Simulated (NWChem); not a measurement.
System: CdNH₃; SMILES [NH2][CdH]

The following NWChem deck was run.

```
start job
memory heap 200 mb stack 900 mb global 1100 mb
geometry units angstroms noautoz
  Cd    -0.001222    -0.217766     0.307048
  H     -0.002285    -1.842772     0.617530
  N     -0.000514     1.775458     0.082286
  H     -0.817643     2.193265    -0.357382
  H      0.818669     2.193141    -0.353633
end
basis spherical
  * library def2-svp
end
ecp
  Cd library def2-ecp
end
dft
  xc xpbe96 cpbe96
  iterations 150
  mulliken
end
task dft energy
```

Coordinates come from a PBE0/def2-SVP optimisation. def2 effective core potentials on Cd; no spin-orbit coupling.

Q: Give the results of this calculation. (PBE/def2-SVP with def2 effective core potentials on Cd.) Quantities: energy (Ha); highest occupied level (eV); orbital gap (eV); dipole (D).

A: The energy (Ha) comes out as -224.15 and the highest occupied level (eV) is -5.05. The orbital gap (eV) is 4.00 and the dipole (D) is 1.10.
